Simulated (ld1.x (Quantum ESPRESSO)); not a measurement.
An all-electron radial function and its pseudo partner (F)

Columns: radius, all-electron u(r) and pseudo u(r) of the 2s shell (level -29.90 eV) of fluorine in the configuration [He] 2s2 2p5; PBE, scalar-relativistic, TM scheme, ld1.x (Quantum ESPRESSO) 7.5.

```tsv
r (bohr)	all-electron	pseudo
0.093	0.4519	-0.1097
0.185	0.2323	-0.2311
0.278	-0.1405	-0.3792
0.370	-0.4776	-0.5541
0.463	-0.7339	-0.7413
0.555	-0.8995	-0.8967
0.648	-0.9913	-0.9909
0.740	-1.0244	-1.0244
0.833	-1.0163	-1.0163
0.925	-0.9806	-0.9806
1.018	-0.9270	-0.9270
1.110	-0.8639	-0.8639
1.203	-0.7956	-0.7956
1.295	-0.7270	-0.7270
1.388	-0.6591	-0.6591
1.480	-0.5950	-0.5950
1.573	-0.5341	-0.5341
1.665	-0.4784	-0.4784
1.758	-0.4266	-0.4266
1.850	-0.3799	-0.3799
1.943	-0.3373	-0.3373
2.035	-0.2993	-0.2993
2.128	-0.2648	-0.2648
2.220	-0.2343	-0.2343
2.313	-0.2068	-0.2068
2.405	-0.1826	-0.1826
```

Question: How many radial nodes do the two functions have?

Answer: The all-electron 2s function has n − l − 1 = 1; the pseudo-wave has 0, since the states of the same l below it are removed with the core.

Question: At about which radius was the pseudo-wave matched?

Answer: 0.75 bohr. The columns agree to 0.0005 from 0.65 bohr on; several derivatives are matched, so the curves merge somewhat inside the radius.

Question: Is the pseudo-wave norm-conserving?

Answer: Yes: the TM scheme keeps the norm inside the radius equal to the all-electron one, which fixes the energy derivative of the logarithmic derivative at the level.
